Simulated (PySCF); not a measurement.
C3H10FNSi. Atoms are numbered in the order given.

```xyz
16

C     -1.5534    -0.6794    -1.2366
C     -0.5779    -0.4573    -0.0926
C     -1.2702    -0.3395     1.2560
F      0.2619    -1.6094    -0.0248
Si     0.6672     0.9704    -0.4146
N      1.8668     1.1374     0.8232
H     -2.2251     0.1866    -1.3490
H     -1.0198    -0.8290    -2.1879
H     -2.1713    -1.5732    -1.0467
H     -1.9496     0.5276     1.2713
H     -1.8599    -1.2475     1.4657
H     -0.5301    -0.2138     2.0613
H     -0.0784     2.2622    -0.4900
H      1.3312     0.6624    -1.7125
H      2.4894     0.3599     1.0231
H      1.6573     1.6586     1.6684
```
Charge 0, spin multiplicity 1.

The structure is a stationary point at B3LYP-D3(BJ)/def2-SVP. This is a generated structure with no PubChem entry under its InChIKey; it may be hypothetical. Other conformers were not sampled.

These are PySCF with PBE/def2-TZVP values and carry that method's errors.

Atomic charges (e):

```
atom  Löwdin  Mulliken
----  ------  --------
C1     -0.29     -0.35
C2     -0.50      0.15
C3     -0.30     -0.36
F4      0.10     -0.22
Si5     0.22      0.29
N6     -0.26     -0.60
H7      0.13      0.12
H8      0.13      0.13
H9      0.13      0.12
H10     0.13      0.11
H11     0.13      0.12
H12     0.13      0.11
H13    -0.03     -0.04
H14    -0.02     -0.03
H15     0.16      0.23
H16     0.16      0.23
```

Q: Give the Mayer and Wiberg (Löwdin basis) orders of the bonds. (The exact figures need the calculation; the answer reports its results.)

A: 
```tsv
bond	Mayer	Wiberg
C1–C2	0.96	1.26
C2–C3	0.96	1.25
C2–F4	0.96	1.49
C2–Si5	0.90	0.96
Si5–N6	1.19	1.54
C1–H7	0.95	0.89
C1–H8	0.97	0.89
C1–H9	0.95	0.89
C3–H10	0.95	0.89
C3–H11	0.96	0.89
C3–H12	0.97	0.89
Si5–H13	0.93	0.91
Si5–H14	0.95	0.91
N6–H15	0.91	0.95
N6–H16	0.92	0.96
```
